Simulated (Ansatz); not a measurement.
Steps of a relaxation of C₂H₇AlFN, SMILES `[CH3][Al]([NH2])[CH2]F` with RKS PBE-D4/def2-SVP.

```sh
$ ansatz run in.yaml --threads 4 --pin off --events-out ev --progress --plain --max-ram 10444MiB
```

```yaml
crystal:
  periodic: [false, false, false]
  atoms:
    - {symbol: C, position_ang: [-1.184700, 0.911000, 0.993000]}
    - {symbol: Al, position_ang: [0.170900, -0.158200, 0.117900]}
    - {symbol: N, position_ang: [1.783400, -0.497300, 1.019100]}
    - {symbol: C, position_ang: [-0.053100, -0.891900, -1.704300]}
    - {symbol: F, position_ang: [-0.334200, 0.123900, -2.610600]}
    - {symbol: H, position_ang: [-0.885200, 1.297200, 1.981600]}
    - {symbol: H, position_ang: [-1.409700, 1.848800, 0.355800]}
    - {symbol: H, position_ang: [-2.122800, 0.374900, 1.080800]}
    - {symbol: H, position_ang: [2.579700, -0.050700, 0.502400]}
    - {symbol: H, position_ang: [1.778700, 0.029300, 1.957400]}
    - {symbol: H, position_ang: [-1.028000, -1.563300, -1.663600]}
    - {symbol: H, position_ang: [0.782100, -1.478800, -1.995500]}
basis:
  gaussian: {orbitals: def2-SVP}
hamiltonian: {xc: pbe, dispersion: d4}
relax: {f_tol: 0.03, max_steps: 200}
```

Positions (Å) and forces (eV/Å) along the path, 12 of 18 steps:

```xyz
12
step=1 energy=-12974.1575 eV
C    -1.185    0.911    0.993    0.127    1.487   -0.775
Al    0.171   -0.158    0.118    1.171   -0.017    0.598
N     1.783   -0.497    1.019   -0.409    1.723    0.514
C    -0.053   -0.892   -1.704   -3.044   -0.112    1.142
F    -0.334    0.124   -2.611    0.179    0.434   -0.457
H    -0.885    1.297    1.982    0.016   -0.054    0.232
H    -1.410    1.849    0.356    0.226   -1.021    0.547
H    -2.123    0.375    1.081   -0.853   -0.340    0.165
H     2.580   -0.051    0.502   -0.299   -0.640    0.310
H     1.779    0.029    1.957    0.071   -0.903   -1.294
H    -1.028   -1.563   -1.664    1.536    0.536   -0.115
H     0.782   -1.479   -1.996    1.279   -1.093   -0.869
12
step=2 energy=-12974.4627 eV
C    -1.228    0.927    1.003    0.008    0.527   -0.261
Al    0.187   -0.093    0.131    0.618   -0.294    0.377
N     1.763   -0.459    1.033    0.479    1.389   -0.484
C    -0.063   -0.878   -1.684   -0.919   -0.373    0.450
F    -0.325    0.138   -2.610   -0.002    0.253   -0.241
H    -0.944    1.297    2.007   -0.030   -0.014    0.078
H    -1.441    1.833    0.371    0.052   -0.295    0.205
H    -2.184    0.382    1.082   -0.195   -0.128    0.044
H     2.641   -0.232    0.477   -0.948   -0.598    0.698
H     1.855    0.098    1.918    0.001   -0.547   -0.568
H    -0.966   -1.577   -1.668    0.531    0.328   -0.029
H     0.782   -1.491   -2.026    0.404   -0.249   -0.267
12
step=4 energy=-12974.7042 eV
C    -1.250    0.953    0.998    0.011    0.072   -0.083
Al    0.200   -0.058    0.149    0.080   -0.112    0.020
N     1.762   -0.291    0.999    0.165    0.155   -0.187
C    -0.055   -0.881   -1.664   -0.066   -0.026    0.029
F    -0.502    0.142   -2.535    0.011   -0.009    0.043
H    -1.059    1.283    2.041    0.027   -0.058   -0.051
H    -1.416    1.867    0.386   -0.066    0.025    0.035
H    -2.206    0.389    0.979   -0.011   -0.004    0.017
H     2.635   -0.605    0.554   -0.220    0.000    0.175
H     1.978    0.189    1.880    0.040   -0.112   -0.032
H    -0.847   -1.671   -1.631    0.034    0.012   -0.031
H     0.837   -1.371   -2.122   -0.007    0.057    0.065
12
step=5 energy=-12974.7249 eV
C    -1.259    0.973    0.967    0.036   -0.028    0.025
Al    0.198   -0.063    0.156   -0.095    0.130   -0.053
N     1.783   -0.232    0.963   -0.034    0.032    0.113
C    -0.060   -0.869   -1.653    0.031   -0.104    0.044
F    -0.598    0.133   -2.492   -0.005    0.005    0.034
H    -1.040    1.289    2.007   -0.005    0.053    0.029
H    -1.464    1.886    0.367    0.002   -0.006    0.018
H    -2.205    0.391    0.987    0.019   -0.010   -0.024
H     2.585   -0.761    0.620    0.088   -0.065   -0.118
H     2.032    0.184    1.864   -0.055    0.003    0.028
H    -0.772   -1.730   -1.637   -0.001    0.000   -0.043
H     0.876   -1.256   -2.116    0.020   -0.011   -0.054
12
step=8 energy=-12974.7348 eV
C    -1.243    1.016    0.960    0.004    0.014    0.002
Al    0.196   -0.037    0.143    0.005    0.005    0.017
N     1.753   -0.283    0.988    0.013   -0.012    0.008
C    -0.039   -0.864   -1.661   -0.028   -0.008   -0.067
F    -0.789    0.053   -2.439    0.054   -0.085    0.044
H    -0.996    1.389    1.975   -0.005   -0.005   -0.008
H    -1.489    1.895    0.326   -0.002   -0.005    0.004
H    -2.174    0.415    1.035    0.008    0.002    0.002
H     2.555   -0.803    0.622   -0.019    0.018    0.009
H     1.982    0.083    1.916   -0.005   -0.013   -0.023
H    -0.598   -1.834   -1.633    0.035    0.068   -0.010
H     0.918   -1.084   -2.197   -0.062    0.020    0.023
12
step=9 energy=-12974.7354 eV
C    -1.242    1.022    0.959    0.004    0.011    0.004
Al    0.195   -0.032    0.141    0.011   -0.001    0.016
N     1.750   -0.290    0.989   -0.021    0.001   -0.005
C    -0.037   -0.861   -1.662   -0.030   -0.003   -0.062
F    -0.806    0.038   -2.441    0.045   -0.064    0.039
H    -0.992    1.398    1.972   -0.004   -0.002   -0.004
H    -1.495    1.898    0.324    0.000   -0.005    0.002
H    -2.170    0.417    1.040    0.004    0.002    0.001
H     2.551   -0.809    0.621    0.005   -0.001   -0.004
H     1.979    0.070    1.919   -0.001   -0.001    0.001
H    -0.577   -1.841   -1.630    0.028    0.051   -0.004
H     0.921   -1.065   -2.200   -0.041    0.013    0.014
12
step=10 energy=-12974.7364 eV
C    -1.239    1.036    0.958   -0.005   -0.001    0.006
Al    0.193   -0.023    0.138    0.016   -0.002    0.010
N     1.741   -0.304    0.991    0.017   -0.009    0.008
C    -0.032   -0.853   -1.667   -0.029   -0.017   -0.039
F    -0.851   -0.001   -2.442    0.030   -0.032    0.028
H    -0.981    1.422    1.965    0.000    0.002   -0.002
H    -1.507    1.903    0.318    0.002   -0.004    0.001
H    -2.161    0.424    1.057    0.002    0.006   -0.001
H     2.540   -0.826    0.622   -0.025    0.014    0.008
H     1.968    0.040    1.928   -0.009   -0.004   -0.022
H    -0.523   -1.858   -1.622    0.025    0.041   -0.003
H     0.929   -1.015   -2.213   -0.024    0.006    0.006
12
step=13 energy=-12974.7372 eV
C    -1.232    1.051    0.954   -0.003   -0.002    0.005
Al    0.190   -0.024    0.137    0.001    0.009   -0.001
N     1.728   -0.326    1.001   -0.003   -0.005   -0.008
C    -0.027   -0.846   -1.673    0.018   -0.065   -0.014
F    -0.936   -0.062   -2.416    0.002   -0.003    0.002
H    -0.963    1.451    1.953   -0.002   -0.001   -0.002
H    -1.502    1.910    0.304    0.003   -0.004    0.000
H    -2.157    0.446    1.070    0.002    0.004    0.000
H     2.523   -0.855    0.636    0.001   -0.002    0.001
H     1.950    0.011    1.941   -0.002    0.004    0.003
H    -0.426   -1.891   -1.625    0.021    0.059   -0.005
H     0.929   -0.922   -2.248   -0.039    0.007    0.019
12
step=14 energy=-12974.7374 eV
C    -1.230    1.054    0.952    0.003    0.001    0.000
Al    0.191   -0.022    0.136   -0.008   -0.003    0.004
N     1.725   -0.332    1.004   -0.003    0.003   -0.007
C    -0.026   -0.845   -1.674   -0.011    0.000   -0.019
F    -0.960   -0.079   -2.405    0.028   -0.025    0.021
H    -0.962    1.452    1.952    0.000    0.001    0.000
H    -1.495    1.915    0.302   -0.001    0.002    0.000
H    -2.157    0.453    1.065    0.002   -0.001   -0.003
H     2.519   -0.865    0.642    0.005   -0.003    0.000
H     1.948    0.010    1.942   -0.002    0.000    0.004
H    -0.400   -1.897   -1.625    0.001    0.018   -0.002
H     0.925   -0.898   -2.258   -0.016    0.007    0.002
12
step=15 energy=-12974.7376 eV
C    -1.228    1.058    0.950    0.003   -0.001   -0.001
Al    0.191   -0.024    0.137   -0.005    0.003    0.000
N     1.723   -0.336    1.006    0.000    0.000   -0.003
C    -0.025   -0.845   -1.674   -0.016    0.016   -0.018
F    -0.983   -0.097   -2.394    0.032   -0.028    0.021
H    -0.961    1.454    1.951    0.001    0.000    0.000
H    -1.487    1.920    0.300    0.000    0.001    0.000
H    -2.158    0.460    1.060   -0.002   -0.001   -0.001
H     2.517   -0.870    0.645    0.001   -0.002    0.002
H     1.943    0.002    1.946    0.000    0.000    0.000
H    -0.376   -1.905   -1.627    0.000    0.008   -0.003
H     0.921   -0.874   -2.267   -0.013    0.004    0.002
12
step=17 energy=-12974.7378 eV
C    -1.224    1.065    0.947    0.001   -0.001   -0.001
Al    0.190   -0.025    0.137   -0.002    0.003   -0.002
N     1.720   -0.342    1.009    0.002   -0.006    0.002
C    -0.024   -0.844   -1.675   -0.013    0.006   -0.017
F    -1.026   -0.134   -2.372    0.022   -0.019    0.013
H    -0.959    1.454    1.951    0.000    0.000    0.000
H    -1.472    1.934    0.300    0.001   -0.001    0.001
H    -2.160    0.475    1.047    0.000    0.000    0.000
H     2.511   -0.885    0.654   -0.002    0.003    0.001
H     1.937   -0.005    1.950    0.002    0.001   -0.002
H    -0.327   -1.919   -1.629    0.004    0.014   -0.003
H     0.911   -0.828   -2.285   -0.014    0.000    0.007
12
step=18 energy=-12974.7379 eV
C    -1.222    1.070    0.945   -0.002    0.000    0.001
Al    0.189   -0.025    0.137    0.001    0.000    0.000
N     1.716   -0.349    1.012    0.004    0.004    0.000
C    -0.024   -0.844   -1.676   -0.019    0.011   -0.011
F    -1.049   -0.158   -2.361    0.016   -0.012    0.009
H    -0.961    1.449    1.954   -0.001   -0.001   -0.001
H    -1.459    1.944    0.303    0.001   -0.002    0.001
H    -2.163    0.485    1.035    0.001    0.002    0.000
H     2.508   -0.890    0.657   -0.003   -0.001    0.001
H     1.935   -0.008    1.951   -0.001   -0.002   -0.001
H    -0.299   -1.926   -1.630    0.001    0.001    0.001
H     0.904   -0.803   -2.295    0.000    0.001    0.000
```

It took 8.5 s on 4 threads of an AMD EPYC 9R45 on a shared host, with 0.18 GiB of host memory at the peak.
